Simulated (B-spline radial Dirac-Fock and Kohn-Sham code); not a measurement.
# X-ray scattering factor of Zr²⁶⁺

System: the Zr²⁶⁺ ion, [Ne] 3s2 3p2.

Method: configuration-average Dirac-Fock orbitals. Computed with a radial B-spline solver. f₀ is the Fourier transform of the spherical electron density, S the Waller-Hartree incoherent function, and s = sin θ/λ. The electron scattering factor follows from the Mott-Bethe formula f_e = 0.023934 Å⁻¹·(Z − f₀)/s².

```
s (Å⁻¹)      f₀       S  f_e (Å)
      0  14.000   0.000        –
   0.05  13.983   0.022  249.074
    0.1  13.933   0.089   62.388
   0.15  13.851   0.199   27.816
    0.2  13.737   0.348   15.715
   0.25  13.593   0.534   10.113
    0.3  13.421   0.753    7.068
   0.35  13.224   0.999    5.232
    0.4  13.003   1.268    4.038
   0.45  12.762   1.555    3.219
    0.5  12.504   1.854    2.632
    0.6  11.947   2.471    1.865
    0.7  11.355   3.085    1.399
    0.8  10.752   3.673    1.094
    0.9  10.155   4.218    0.882
      1   9.579   4.716    0.728
    1.1   9.037   5.167    0.612
    1.2   8.534   5.576    0.523
    1.4   7.654   6.296    0.395
    1.6   6.929   6.929    0.309
    1.8   6.325   7.508    0.249
      2   5.803   8.050    0.205
    2.5   4.681   9.255    0.135
      3   3.708  10.232    0.097
    3.5   2.905  10.984    0.072
      4   2.303  11.541    0.056
      5   1.602  12.260    0.037
      6   1.287  12.705    0.026
```

f₀ starts at the number of electrons, 14, and has fallen to half at s ≈ 1.58 Å⁻¹. The sum of ⟨r²⟩ over the electrons is 0.9104 bohr². For an ion f_e diverges as s goes to zero, because of the net charge.
